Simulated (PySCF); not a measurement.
## TDDFT excited states: C6H12Si

Compound: C6H12Si.
Z-matrix (Å and degrees, GFN2-xTB geometry), rows numbered from 1:
```
C 
Si  1  1.8982
C   2  1.8694  1  108.32
C   3  1.3426  2  134.89  1   164.22
C   4  1.4804  3  134.83  2     0.80
C   4  1.5051  3   94.86  2  -179.27
C   3  1.5189  2  132.22  1   -15.23
H   1  1.0864  2  111.53  3   -57.51
H   1  1.0864  2  111.29  3    62.65
H   1  1.0860  2  111.07  3  -177.51
H   2  1.4718  1  109.32  3  -120.50
H   2  1.4708  1  109.75  3   120.08
H   5  1.0873  4  110.15  3    -2.21
H   5  1.0903  4  110.45  3  -122.98
H   5  1.0906  4  110.36  3   118.24
H   6  1.0901  4  115.26  3   115.27
H   6  1.0899  4  115.55  3  -116.16
H   7  1.0888  3  115.10  2    63.36
H   7  1.0890  3  115.03  2   -64.98
```

The calculation used TDDFT CAM-B3LYP/def2-SVPD, vertical, gas phase, core orbitals frozen in the response in PySCF.

| state | λ (nm) | E (eV) | f | main configurations (H = HOMO, L = LUMO) |
| --- | --- | --- | --- | --- |
| S1 | 192.1 | 6.45 | 0.370 | H→L (75%), H→L+1 (18%) |
| S2 | 189.4 | 6.54 | 0.012 | H→L+1 (54%), H→L+2 (31%) |
| S3 | 187.4 | 6.61 | 0.0007 | H-1→L (51%), H-1→L+1 (35%) |
| S4 | 185.6 | 6.68 | 0.0096 | H→L+2 (55%), H→L+1 (18%), H→L (11%) |
| S5 | 164.4 | 7.54 | 0.0026 | H→L+3 (80%), H→L+4 (8%) |
| S6 | 162.7 | 7.62 | 0.0003 | H-2→L (28%), H-3→L (21%), H-2→L+1 (18%) |
| S7 | 160.1 | 7.74 | 0.012 | H→L+4 (65%), H→L+3 (8%) |
| S8 | 158.5 | 7.82 | 0.0036 | H-1→L+1 (50%), H-1→L (37%) |

Triplets, Tamm–Dancoff:

```json
{"state": "T1", "E (eV)": "4.05", "λ (nm)": "306.5", "main configurations (H = HOMO, L = LUMO)": "H→L (49%), H→L+1 (37%)"}
{"state": "T2", "E (eV)": "6.14", "λ (nm)": "201.9", "main configurations (H = HOMO, L = LUMO)": "H-1→L (52%), H-1→L+1 (38%)"}
{"state": "T3", "E (eV)": "6.43", "λ (nm)": "192.8", "main configurations (H = HOMO, L = LUMO)": "H→L+1 (45%), H→L+2 (23%), H→L (19%)"}
```

The lowest singlet comes at 192 nm (623 kJ/mol) in the vacuum ultraviolet; it is strong; its leading configuration is HOMO→LUMO (75%). The lowest level is also the most intense of those listed (f = 0.370). Löwdin shares by element: HOMO carbon 74% or more (atoms not listed hold the other 26%); LUMO carbon 39% or more, silicon 21% (atoms not listed hold the other 40%). Orbital energies (eV): HOMO-3 -10.54, HOMO-2 -10.19, HOMO-1 -9.40, HOMO -8.08, LUMO 1.16, LUMO+1 1.28, LUMO+2 1.40. Weighted by f, the mean energy of these states is 6.52 eV. The oscillator strengths of these states sum to 0.410; summed over the whole spectrum of an exact calculation they would give the number of electrons, 62 (Thomas–Reiche–Kuhn). Singlets were solved by full linear response, triplets in the Tamm–Dancoff approximation.

One conformer stands for the species.
